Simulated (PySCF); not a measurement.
**Excitation energy of Sr⁺ by level of theory**

Sr⁺ [Kr] 5s1 (2S) → Sr⁺ [Kr] 5p1 (2P), as a difference of total energies. Computed with PySCF 2.14 in ANO-RCC-VTZP, with the spin-free X2C one-electron Hamiltonian (Gaussian nucleus). Correlated levels: valence and next inner shell: [Ar] 3d10 frozen. The calculations carry no spin-orbit coupling.

**Question.** Order these methods by the excitation energy they give, lowest first.
A. PBE
B. wB97M-V
C. MP2 (valence and next inner shell)
D. B3LYP

**Answer.** A (22119 cm⁻¹), D (23102 cm⁻¹), B (23403 cm⁻¹), C (24053 cm⁻¹).

Errors of the correlated levels include the incompleteness of this basis and the frozen core.

The basis was made for the ground configuration and has no added diffuse functions, so the excitation energy can come out too high.

For comparison: 24249 cm⁻¹ (measured; NIST levels, between the centres of gravity of the two terms).
